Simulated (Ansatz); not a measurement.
Ansatz (a quantum-chemistry and plane-wave program) input (CCSD(T)/cc-pVDZ):

Ansatz 0.2 input:
```yaml
crystal:
  periodic: [false, false, false]
  atoms:
    - {symbol: F, position_ang: [1.29520938, -1.26139035, 0.46692988]}
    - {symbol: C, position_ang: [0.91648219, -0.15629491, -0.14843156]}
    - {symbol: F, position_ang: [1.62424099, 0.89160712, 0.23146146]}
    - {symbol: C, position_ang: [-0.58424956, 0.07173448, -0.16049885]}
    - {symbol: F, position_ang: [-1.06606594, 0.28104655, 1.08007311]}
    - {symbol: F, position_ang: [-0.87386773, 1.14285652, -0.90331184]}
    - {symbol: F, position_ang: [-1.20100512, -0.99774622, -0.66919900]}
basis:
  gaussian:
    orbitals: cc-pVDZ
magnetization: {spin_polarized: true, initial_magnetization: 1}
correlation: {method: ccsd_t, electrons: outside_noble_gas}
```

Output:

```
Functional definition: HF
integrals: 0.19 GiB planned
901 factors; integrals over basis functions are off by at most 7.7e-4 eV
mean field: 0.42 GiB planned
mean field evaluation 1: about -15584.2723 eV, gradient 3.6e1 eV
mean field evaluation 2: about -15584.2798 eV, gradient 3.6e1 eV
mean field evaluation 4: about -15589.3949 eV, gradient 3.4e0 eV
mean field evaluation 8: about -15589.5159 eV, gradient 2.3e-1 eV
mean field evaluation 16: about -15589.4854 eV, gradient 1.2e0 eV
mean field -15589.51669771 eV, -572.9041716870 hartree, gradient 2.4e-6 eV, S^2 0.756337; 0 other end points of the search recorded, 0 dependent functions left out
7 core orbitals not correlated
reference -15589.51669771 eV, -572.9041716870 hartree; 22, 21 occupied and 69, 70 virtual orbitals, 901 factors
second order -31.51005224 eV of doubles, -0.00000000 eV of singles
coupled cluster: 0.77 GiB planned
cycle   1  -31.22525505 eV  change    2.8e-1 eV  update   1.2e-1
cycle   2  -31.87062148 eV  change   -6.5e-1 eV  update   3.4e-2
cycle   3  -32.04526215 eV  change   -1.7e-1 eV  update   1.9e-2
cycle   4  -32.03677252 eV  change    8.5e-3 eV  update   5.5e-3
cycle   5  -32.03270821 eV  change    4.1e-3 eV  update   2.6e-3
cycle   6  -32.03415624 eV  change   -1.4e-3 eV  update   8.5e-4
cycle   7  -32.03428624 eV  change   -1.3e-4 eV  update   3.4e-4
cycle   8  -32.03421988 eV  change    6.6e-5 eV  update   1.5e-4
cycle   9  -32.03427418 eV  change   -5.4e-5 eV  update   6.6e-5
cycle  10  -32.03426215 eV  change    1.2e-5 eV  update   2.4e-5
perturbative correction -0.67566503 eV, -0.0248302318 hartree
Total energy: -15622.22662489 eV, -574.1062393393 hartree
```

It need not be the lowest isomer of its formula.
